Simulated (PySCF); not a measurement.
CH₃BrFIn, singlet, at a GFN2-xTB geometry (such geometries of metal compounds can be far from the true shape) (all electrons, no relativity); CASSCF(4,3)/STO-3G (PySCF).

Input for PySCF:
```python
from pyscf import gto, scf, mcscf
import numpy

mol = gto.M(
    atom='''
In    0.13715059   -0.51364304    0.36223366
F    -1.47378392   -1.65967767    0.36510090
Br   -0.29505812    1.51164344   -1.02043403
C     1.79685451   -1.37846657    1.57238729
H     2.03912394   -0.68046737    2.36672545
H     2.64750163   -1.53926226    0.91861769
H     1.40295789   -2.31138334    1.96016661
''',
    basis='sto-3g',
    verbose=4,
)

mf = scf.RHF(mol)
mf.kernel()
mc = mcscf.CASSCF(mf, 3, 4)
mc.fix_spin_(ss=0.0)
mc.kernel()
occ = numpy.linalg.eigvalsh(mc.fcisolver.make_rdm1(mc.ci, mc.ncas, mc.nelecas))[::-1]
ss = mc.fcisolver.spin_square(mc.ci, mc.ncas, mc.nelecas)[0]
print('natural occupations', occ.round(4), ' <S^2>', round(ss, 4))
```

Problem. What does PySCF print? Leave out banner, timings and long lists.

Solution. 
```
PySCF version 2.14.0

[INPUT] verbose = 4
[INPUT] num. atoms = 7
[INPUT] num. electrons = 102
[INPUT] charge = 0
[INPUT] spin (= nelec alpha-beta = 2S) = 0
[INPUT] symmetry False subgroup None
[INPUT] Mole.unit = angstrom
[INPUT] Symbol           X                Y                Z      unit          X                Y                Z       unit  Magmom
[...]
nuclear repulsion = 684.477047219335
number of shells = 28
number of NR pGTOs = 174
number of NR cGTOs = 58
basis = sto-3g
ecp = {}

******** <class 'pyscf.scf.hf.RHF'> ********
method = RHF
initial guess = minao
damping factor = 0
level_shift factor = 0
DIIS = <class 'pyscf.scf.diis.CDIIS'>
diis_start_cycle = 1
diis_space = 8
diis_damp = 0
SCF conv_tol = 1e-09
SCF conv_tol_grad = None
SCF max_cycles = 50
direct_scf = True
direct_scf_tol = 1e-13
Set gradient conv threshold to 3.16228e-05
Initial guess from minao.
init E= -8345.18528224358
[...]
cycle= 1 E= -8364.63902687616  delta_E= -19.5  |g|= 0.507  |ddm|=  2.9
[...]
cycle= 2 E= -8364.7990334867  delta_E= -0.16  |g|= 0.21  |ddm|= 1.37
[...]
cycle= 3 E= -8364.81686447792  delta_E= -0.0178  |g|= 0.0482  |ddm|= 0.353
[...]
cycle= 4 E= -8364.8192029265  delta_E= -0.00234  |g|= 0.0125  |ddm|= 0.159
[...]
cycle= 5 E= -8364.81939227619  delta_E= -0.000189  |g|= 0.00315  |ddm|= 0.0508
[...]
cycle= 6 E= -8364.81940607696  delta_E= -1.38e-05  |g|= 0.000809  |ddm|= 0.014
[...]
cycle= 7 E= -8364.81940677888  delta_E= -7.02e-07  |g|= 0.000245  |ddm|= 0.00279
[...]
cycle= 8 E= -8364.81940685381  delta_E= -7.49e-08  |g|= 5e-05  |ddm|= 0.00105
[...]
cycle= 9 E= -8364.81940685693  delta_E= -3.12e-09  |g|= 8.93e-06  |ddm|= 0.00022
[...]
cycle= 10 E= -8364.81940685704  delta_E= -1.13e-10  |g|= 1.91e-06  |ddm|= 3.96e-05
[...]
Extra cycle  E= -8364.81940685705  delta_E= -5.46e-12  |g|= 1e-06  |ddm|= 4.98e-06
converged SCF energy = -8364.81940685705

******** <class 'pyscf.mcscf.mc1step.CASSCF'> ********
CAS (2e+2e, 3o), ncore = 49, nvir = 6
max_cycle_macro = 50
max_cycle_micro = 4
conv_tol = 1e-07
conv_tol_grad = None
orbital rotation max_stepsize = 0.02
orbital rotation threshold for CI restart = 0.01
augmented hessian ah_max_cycle = 30
augmented hessian ah_conv_tol = 1e-12
augmented hessian ah_linear dependence = 1e-14
augmented hessian ah_level shift = 1e-08
augmented hessian ah_start_tol = 2.5
augmented hessian ah_start_cycle = 3
augmented hessian ah_grad_trust_region = 3
kf_trust_region = 3
kf_interval = 4
ci_response_space = 4
ci_grad_trust_region = 3
with_dep4 0
natorb = False
canonicalization = True
sorting_mo_energy = False
ao2mo_level = 2
internal_rotation = False
******** <class 'pyscf.fci.addons.SpinPenaltyFCISolver'> ********
max. cycles = 50
conv_tol = 1e-08
davidson only = True
linear dependence = 1e-12
level shift = 0.001
max iter space = 12
nroots = 1
pspace_size = 400
spin = None
CASCI E = -8364.81963470580  S^2 = 0.0000000
Set conv_tol_grad to 0.000316228
macro iter   1 ( 21 JK    4 micro), CASSCF E = -8364.81966487421  dE = -3.01684086e-05  S^2 = 0.0000000
               |grad[o]|=0.000895  |grad[c]|=0.00105  |ddm|=6.05e-05  |maxRot[o]|=0.138
macro iter   2 ( 17 JK    4 micro), CASSCF E = -8364.81970622167  dE = -4.13474554e-05  S^2 = 0.0000000
               |grad[o]|=0.00113  |grad[c]|=0.00769  |ddm|=0.0151  |maxRot[o]|=0.126
macro iter   3 (  7 JK    2 micro), CASSCF E = -8364.81973475481  dE = -2.85331462e-05  S^2 = 0.0000000
               |grad[o]|=0.000973  |grad[c]|=0.000396  |ddm|=0.00347  |maxRot[o]|=0.0699
macro iter   4 (  7 JK    2 micro), CASSCF E = -8364.81977665426  dE = -4.18994496e-05  S^2 = 0.0000000
               |grad[o]|=0.00111  |grad[c]|=0.000827  |ddm|=0.00292  |maxRot[o]|=0.0699
macro iter   5 (  7 JK    2 micro), CASSCF E = -8364.81982866126  dE = -5.20070007e-05  S^2 = 0.0000000
               |grad[o]|=0.00122  |grad[c]|=0.00079  |ddm|=0.00224  |maxRot[o]|=0.0616
macro iter   6 ( 17 JK    4 micro), CASSCF E = -8364.81991502682  dE = -8.63655587e-05  S^2 = 0.0000000
[...]
macro iter  32 (  7 JK    2 micro), CASSCF E = -8364.83990016402  dE = -5.63652193e-05  S^2 = 0.0000000
               |grad[o]|=0.00391  |grad[c]|=0.00971  |ddm|=0.000528  |maxRot[o]|=0.0567
macro iter  33 (  7 JK    2 micro), CASSCF E = -8364.83996056915  dE = -6.04051274e-05  S^2 = 0.0000000
               |grad[o]|=0.00346  |grad[c]|=0.00737  |ddm|=0.000904  |maxRot[o]|=0.0615
macro iter  34 (  7 JK    2 micro), CASSCF E = -8364.84001545587  dE = -5.48867247e-05  S^2 = 0.0000000
               |grad[o]|=0.00285  |grad[c]|=0.011  |ddm|=0.00187  |maxRot[o]|=0.0663
macro iter  35 (  7 JK    2 micro), CASSCF E = -8364.84004547673  dE = -3.00208631e-05  S^2 = 0.0000000
               |grad[o]|=0.00187  |grad[c]|=0.00913  |ddm|=0.00158  |maxRot[o]|=0.068
macro iter  36 (  7 JK    2 micro), CASSCF E = -8364.84006403315  dE = -1.85564186e-05  S^2 = 0.0000000
               |grad[o]|=0.000971  |grad[c]|=0.00874  |ddm|=0.000591  |maxRot[o]|=0.0689
macro iter  37 (  7 JK    2 micro), CASSCF E = -8364.84007524680  dE = -1.12136495e-05  S^2 = 0.0000000
               |grad[o]|=0.00102  |grad[c]|=0.00717  |ddm|=0.000401  |maxRot[o]|=0.0694
macro iter  38 (  7 JK    2 micro), CASSCF E = -8364.84008220780  dE = -6.96099960e-06  S^2 = 0.0000000
               |grad[o]|=0.000978  |grad[c]|=0.00652  |ddm|=0.000142  |maxRot[o]|=0.0696
macro iter  39 (  4 JK    1 micro), CASSCF E = -8364.84008304248  dE = -8.34676030e-07  S^2 = 0.0000000
               |grad[o]|=0.000356  |grad[c]|=0.000538  |ddm|=3.04e-05  |maxRot[o]|= 0.02
macro iter  40 ( 21 JK    4 micro), CASSCF E = -8364.84003638101  dE =  4.66614729e-05  S^2 = 0.0000000
               |grad[o]|=0.000523  |grad[c]|=0.0211  |ddm|=0.00024  |maxRot[o]|=0.168
macro iter  41 ( 21 JK    4 micro), CASSCF E = -8364.84004174449  dE = -5.36348853e-06  S^2 = 0.0000000
               |grad[o]|=0.00218  |grad[c]|=0.000806  |ddm|=0.000103  |maxRot[o]|=0.00608
macro iter  42 ( 21 JK    4 micro), CASSCF E = -8364.84004529977  dE = -3.55528027e-06  S^2 = 0.0000000
               |grad[o]|=0.00174  |grad[c]|=0.00367  |ddm|=6.5e-05  |maxRot[o]|=0.0388
macro iter  43 ( 21 JK    4 micro), CASSCF E = -8364.84003898309  dE =  6.31668809e-06  S^2 = 0.0000000
               |grad[o]|=0.000952  |grad[c]|=0.001  |ddm|=0.000191  |maxRot[o]|=0.0442
macro iter  44 ( 21 JK    4 micro), CASSCF E = -8364.84004710469  dE = -8.12160579e-06  S^2 = 0.0000000
               |grad[o]|=0.00205  |grad[c]|=0.00481  |ddm|=7.59e-05  |maxRot[o]|=0.0688
macro iter  45 ( 21 JK    4 micro), CASSCF E = -8364.84002150917  dE =  2.55955238e-05  S^2 = 0.0000000
               |grad[o]|=0.0015  |grad[c]|=0.0206  |ddm|=0.000774  |maxRot[o]|=0.0976
macro iter  46 ( 21 JK    4 micro), CASSCF E = -8364.84005563515  dE = -3.41259802e-05  S^2 = 0.0000000
               |grad[o]|=0.00158  |grad[c]|=0.00328  |ddm|=0.000484  |maxRot[o]|=0.0303
macro iter  47 ( 21 JK    4 micro), CASSCF E = -8364.84007437189  dE = -1.87367386e-05  S^2 = 0.0000000
               |grad[o]|=0.000657  |grad[c]|=0.00409  |ddm|=0.000809  |maxRot[o]|=0.112
macro iter  48 ( 19 JK    4 micro), CASSCF E = -8364.84006956363  dE =  4.80825838e-06  S^2 = 0.0000000
               |grad[o]|=0.00215  |grad[c]|=0.00287  |ddm|=0.0022  |maxRot[o]|=0.115
macro iter  49 ( 21 JK    4 micro), CASSCF E = -8364.84007247902  dE = -2.91538709e-06  S^2 = 0.0000000
               |grad[o]|=0.00191  |grad[c]|=0.00241  |ddm|=0.000116  |maxRot[o]|=0.0509
macro iter  50 (  7 JK    2 micro), CASSCF E = -8364.84007706079  dE = -4.58177237e-06  S^2 = 0.0000000
               |grad[o]|=0.000756  |grad[c]|=0.00128  |ddm|=6.33e-05  |maxRot[o]|=0.0269
1-step CASSCF not converged,  50 macro (744 JK 159 micro) steps
CASSCF canonicalization
Density matrix diagonal elements [1.98053555 1.97270869 0.04675576]
CASSCF energy = -8364.84007706079
CASCI E = -8364.84007706079  E(CI) = -6.94150008768156  S^2 = 0.0000000
natural occupations [1.9997 1.9584 0.0419]  <S^2> 0.0
```

The run did not converge; its last values are not results.
